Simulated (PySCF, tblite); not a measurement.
Isomers of C5H9NO2Si, one GFN2-xTB conformer each. Single-point energies are computed at PBE0/pcSseg-1 (PySCF, gas phase, no added dispersion term), electronic only.

```csv
SMILES,GFN2-xTB relative energy (kJ/mol)
C=CO[SiH2]CC(=O)N=C,0.0
[H]/N=C/C[C@H]1OCC(=O)[SiH2]1,145.6
```

Conformers: `[CH2:1]=[CH:2][O:3][SiH2:4][CH2:5][C:6](=[O:7])[N:8]=[CH2:9]` with C1–C2–O3–Si4 0°, C2–O3–Si4–C5 180°, O3–Si4–C5–C6 176°, Si4–C5–C6–O7 80°, C5–C6–N8–C9 -110°; `[H]/[N:1]=[CH:2]/[CH2:3][C@H:4]1[O:5][CH2:6][C:7](=[O:8])[SiH2:9]1` with N1–C2–C3–C4 13°, C2–C3–C4–O5 -153°, C3–C4–O5–C6 165°, C4–O5–C6–C7 -41°, O5–C6–C7–O8 -165°, C6–C7–Si9–C4 5°.

Q: What does PBE0/pcSseg-1 give for the same structures?

A: 
| SMILES | PBE0/pcSseg-1 E (Eh) | PBE0/pcSseg-1 (kJ/mol) | GFN2-xTB (kJ/mol) | point group |
| --- | --- | --- | --- | --- |
| C=CO[SiH2]CC(=O)N=C | -689.98837 | 0.0 | 0.0 | C1 |
| [H]/N=C/C[C@H]1OCC(=O)[SiH2]1 | -689.95464 | 88.6 | 145.6 | C1 |

Both levels put the same isomer lowest. As drawn, the lower has a C(=O)–N unit, an Si–O bond and a C=C bond outside aromatic rings, which the higher lacks; the higher has an N–H bond, which the lower lacks.

Q: Which frontier levels, dipoles and rotational constants go with these structures?

A: 
```csv
SMILES,"HOMO (eV, PBE0/pcSseg-1)",LUMO (eV),dipole (D),"A, B, C (MHz)"
C=CO[SiH2]CC(=O)N=C,-7.12,-1.17,3.21,"3932, 563.2, 540.0"
[H]/N=C/C[C@H]1OCC(=O)[SiH2]1,-5.45,-1.18,6.64,"2806, 1053, 796.2"
```

Q: What happens when harmonic zero-point energies from GFN2-xTB frequencies are added?

A: 
```tsv
SMILES	ZPE (kJ/mol)	electronic (kJ/mol)	with ZPE (kJ/mol)
C=CO[SiH2]CC(=O)N=C	337.5	0.0	0.0
[H]/N=C/C[C@H]1OCC(=O)[SiH2]1	346.1	88.6	97.2
```

The zero-point energies span 8.6 kJ/mol. The order is unchanged.
